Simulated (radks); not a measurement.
Valence configurations of neutral vanadium (all share [Ar]). All-electron calculation, scalar-relativistic Kohn-Sham, PBEsol, spin-unpolarised, spherical densities, finite nucleus; Fermi nuclear charge, rms radius 3.6002 fm. Program: a radial shooting solver on a logarithmic mesh with Libxc functionals. Energies are relative to 3d3 4s2; eigenvalues in eV.

valence          E (eV)    e(3d)   e(4p)   e(4s)
3d3 4s2           0.000   -5.184       -  -4.716
3d3.5 4s1.5       0.052   -3.625       -  -4.255
3d4 4s1           0.581   -2.441       -  -3.883
3d2.5 4s2 4p0.5   2.364   -7.779  -2.027  -5.656
3d5               2.544   -1.160       -       -
3d4.5 4p0.5       2.815   -2.196  -1.296       -
3d3 4s1 4p1       3.368   -6.510  -2.098  -5.541
3d4 4p1           3.504   -3.647  -1.728       -
3d2 4s2 4p1       5.803  -10.631  -2.587  -6.564
3d2 4s1 4p2       9.848  -11.837  -3.112  -7.223

NIST lists [Ar] 3d3 4s2 as the ground configuration; this level of theory agrees among the configurations tried. The energies are those of spherical spin-averaged densities, not of single terms.
